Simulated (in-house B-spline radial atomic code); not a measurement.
# Gd7+: [Ar] (3d3/2)3 (3d5/2)6 4s2 4p6 4d10 4f6 5s2 5p4 (with a hole in an inner shell)

Method: Dirac-Hartree-Fock, average of the jj configuration, Fermi nucleus of rms radius 5.1569 fm. Calculated with a radial B-spline atomic code at the basis-set limit.

Effective charges: Z_r = [3n² - l(l+1)]/(2<r>) from the radius, Z_e = n√(-2ε) from the energy, and Slater's rules. Values are occupation-weighted means over j. An effective charge above Z reflects the relativistic contraction of the inner shells.

```tsv
shell	electrons	ε (eV)	<r> (bohr)	Z_r	Z_e	Slater
1s	2	-50712	0.0219	68.48	61.05	63.70
2s	2	-8631.4	0.09261	64.79	50.37	59.85
2p	6	-7719.6	0.08202	60.96	47.64	59.85
3s	2	-2070.2	0.242	55.79	37.01	52.75
3p	6	-1778.1	0.2403	52.02	34.30	52.75
3d	9	-1385.6	0.2197	47.79	30.27	43.20
4s	2	-528.08	0.5452	44.02	24.92	37.10
4p	6	-427.31	0.5744	40.04	22.42	37.10
4d	10	-281.96	0.6169	34.04	18.21	25.85
5s	2	-151.94	1.235	30.36	16.71	14.85
4f	6	-128.77	0.7093	25.38	12.31	17.25
5p	4	-122.92	1.362	26.81	15.03	14.85
```

The least bound orbital is 5p3/2 at -120.9 eV, and it is also the most diffuse (<r> = 1.38 bohr). The part-filled 3d shell lies below the filled 5s shell in orbital energy.

For the 1s electron the small component carries 5.69 % of the norm, the zero-frequency Breit interaction raises the level by 151.1 eV, self-energy by 90.3 eV, and vacuum polarisation lowers it by 14.72 eV.
